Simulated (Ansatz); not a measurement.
`N[BH][SnH]([F])[Cl]` + NH₃ → `[NH2][SnH]([F])[Cl]` + `BN` at 400 K and 1 bar (cleavage of the Sn–B bond).

Calculated with Ansatz (gas phase, PBE0-D4/def2-TZVP geometries, no zero-point term in ΔE). CCSD(T)/CBS is the MP2 limit (def2-TZVPP, def2-QZVPP) plus CCSD(T) − MP2 in def2-TZVPP, frozen cores. This one scheme is used for every species. def2 core potentials past Kr. For Sn outer-core shells are correlated without core-valence functions, which leaves a few kJ/mol of doubt a bond. One conformer a species, not always the lowest.

```
              species  CCSD(T)/CBS energy (Eh)  H − E (kJ/mol)  S (J/(mol·K))
`N[BH][SnH]([F])[Cl]`               -855.62258           168.7          410.5
                  NH₃                -56.50880           104.2          203.1
`[NH2][SnH]([F])[Cl]`               -830.19021           123.3          380.9
                 `BN`                -81.93499           142.5          243.5
```

H − E and S are ideal-gas, rigid-rotor, harmonic terms from PBE0-D4/def2-TZVP, for one conformer and one mirror image of each species. 1 Eh = 2625.50 kJ/mol, R = 8.31446 J/(mol·K).

Q: By hand: ΔE, ΔH, ΔS and ΔG.

A: ΔE = (-830.19021) + (-81.93499) − (-855.62258) − (-56.50880) = 0.00618 Eh = 16.2 kJ/mol. Δ(H − E) = 123.3 + 142.5 − 168.7 − 104.2 = -7.1, so ΔH = 9.1 kJ/mol. ΔS = 380.9 + 243.5 − 410.5 − 203.1 = 10.8 J/(mol·K). ΔG = 9.1 − 400 × (10.8)/1000 = 4.8 kJ/mol.

Q: By hand: the equilibrium constant, and the temperature at which ΔG would vanish if ΔH and ΔS stayed fixed.

A: log₁₀ K = −ΔG/(RT ln 10) = -0.6. ΔG = 0 at ΔH/ΔS = 843 K, though so small a ΔH makes that figure unsure.

TΔS isn't small against ΔH here. The sign of ΔG lies within the doubt. A doubt of 5 kJ/mol in ΔE shifts log₁₀ K by 0.7 here. Other conformers and mirror images would add mixing entropy, several J/(mol·K) or more a flexible species. These are equilibria of isolated gas molecules and say nothing of rates. Largest T1 diagnostic: 0.014 (customary marks: 0.02 for closed shells, 0.045 for open ones).
